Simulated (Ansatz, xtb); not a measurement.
## Relative energy of two isomers of C5H4BrNO

We compare a, `C=Cc1ocnc1Br`, a singlet, with b, `Br/C=C/c1cocn1`, a singlet. Both are isolated molecules in the gas phase, relaxed with PBE0-D3(BJ)/def2-SVP, each in the lowest conformer that the search found.

Quicker runs give these differences E(b) − E(a): GFN2-xTB −5.13 kJ/mol; HF/STO-3G +0.59 kJ/mol (at GFN2-xTB geometries); r2SCAN-D4/def2-SVP −3.81 kJ/mol (at GFN2-xTB geometries).

Task: Estimate which is lower in electronic energy at CCSD(T)/def2-SVP + ΔMP2/def2-TZVPP, and by roughly how much.

Result: The CCSD(T)/def2-SVP + ΔMP2/def2-TZVPP calculation puts structure b lower, by 4.85 kJ/mol.

Level by level:

| level | geometry | E(b) − E(a) (kJ/mol) | departure from the last row (kJ/mol) | job, with rough time for the two |
| --- | --- | --- | --- | --- |
| GFN2-xTB | GFN2-xTB | −5.13 | −0.27 | optimisation, 0.09 s |
| HF/STO-3G | GFN2-xTB | +0.59 | +5.44 | single point, 0.28 s |
| r2SCAN-D4/def2-SVP | GFN2-xTB | −3.81 | +1.04 | single point, 1.5 s |
| PBE0-D3(BJ)/def2-SVP | PBE0-D3(BJ)/def2-SVP | −4.38 | +0.48 | optimisation, 17 s |
| HF/def2-SVP | PBE0-D3(BJ)/def2-SVP | −9.59 | −4.73 | part of the CCSD(T) run |
| MP2/def2-SVP | PBE0-D3(BJ)/def2-SVP | −2.79 | +2.06 | part of the CCSD(T) run |
| CCSD(T)/def2-SVP | PBE0-D3(BJ)/def2-SVP | −5.10 | −0.25 | single point |
| CCSD(T)/def2-SVP + ΔMP2/def2-TZVPP | PBE0-D3(BJ)/def2-SVP | −4.85 |  | single point, 38 s |

As drawn, both hold the same kinds of bond in the same numbers.

HF/STO-3G finds them nearly level. The largest departure from CCSD(T)/def2-SVP + ΔMP2/def2-TZVPP is that of HF/STO-3G, 5.44 kJ/mol. The last row adds to CCSD(T) the change of the MP2 difference between the two basis sets, here +0.25 kJ/mol.

With thermal terms from frequencies at re-optimised GFN2-xTB minima (ideal gas, soft modes damped towards free rotors, one conformer each, 298.15 K, 1 atm): on the last row, ΔE + ΔZPE = −4.49, ΔH = −4.72, ΔG = −5.16 kJ/mol.

The correlated steps freeze 16 core orbitals; the filled d shell of Br is correlated, in a basis made for valence electrons. Codes used: Ansatz 0.2.0, xtb 6.7.1; the last row on 4 threads of AMD EPYC 9R45 96-Core Processor (Zen 5) on a shared host.
